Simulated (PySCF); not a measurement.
Bond curve of SmS

Set-up: Sm x2c-TZVPall, S x2c-TZVPall; spin-free X2C with a Gaussian nucleus (PySCF 2.14). Energies in eV from Sm (4f6 6s2) + S in their ground configurations at the same level. All curves are PBE0. state 1: septet, about 5.9 electrons in the 4f shell (Mulliken), real f orbitals that mix terms; state 2: septet, about 5.4 electrons in the 4f shell (Mulliken), real f orbitals that mix terms, a second solution, started from another occupation; state 3: Ms = 2 determinant of mixed spin, about 5.5 electrons in the 4f shell (Mulliken), real f orbitals that mix terms, a second solution, started from another occupation.

```json
{"R (Å)": "2.060", "state 1": "-2.925", "state 2": "-2.411", "state 3": ""}
{"R (Å)": "2.155", "state 1": "-3.601", "state 2": "-2.953", "state 3": "-2.738"}
{"R (Å)": "2.251", "state 1": "-3.980", "state 2": "-3.177", "state 3": "-2.973"}
{"R (Å)": "2.323", "state 1": "-4.117", "state 2": "-3.197", "state 3": "-3.014"}
{"R (Å)": "2.395", "state 1": "-4.157", "state 2": "-3.129", "state 3": "-2.996"}
{"R (Å)": "2.467", "state 1": "-4.119", "state 2": "-3.001", "state 3": "-2.951"}
{"R (Å)": "2.563", "state 1": "-3.977", "state 2": "-2.781", "state 3": "-2.874"}
{"R (Å)": "2.682", "state 1": "-3.698", "state 2": "-2.474", "state 3": "-2.769"}
{"R (Å)": "2.826", "state 1": "-3.278", "state 2": "-2.098", "state 3": ""}
{"R (Å)": "3.018", "state 1": "-2.683", "state 2": "", "state 3": ""}
```

Task: Put a parabola through the three lowest points of the state 1 curve and estimate Re, k and ωe (reduced mass 26.41 u; 1 eV/Å² = 0.16022 mdyn/Å; ωe = 1302.8·√(k/μ) cm⁻¹).

Result: Through R = 2.323, 2.395, 2.467 Å the second-order coefficient is 7.52 eV/Å², so Re ≈ 2.396 Å, k ≈ 2.41 mdyn/Å and ωe ≈ 394 cm⁻¹. A polynomial fit of higher order to the unrounded PBE0 energies gives Re = 2.393 Å, k = 2.41 mdyn/Å, ωe = 393 cm⁻¹; anharmonicity and rounding make the difference.

The higher-order fit for each curve: state 1: Re = 2.393 Å, ωe = 393 cm⁻¹, De = 4.16 eV; state 2: Re = 2.300 Å, ωe = 442 cm⁻¹, minimum 3.20 eV below the ground-state fragments; state 3: Re = 2.330 Å, ωe = 326 cm⁻¹, minimum 3.01 eV below the ground-state fragments.

⟨S²⟩ of the unrestricted solution departs from its pure value on part of the curve, where spin states mix. Spin–orbit coupling is left out, which matters for elements this heavy, above all for dissociation energies. With d or f electrons several states lie close, and the lowest PBE0 determinant need not be the measured ground state.
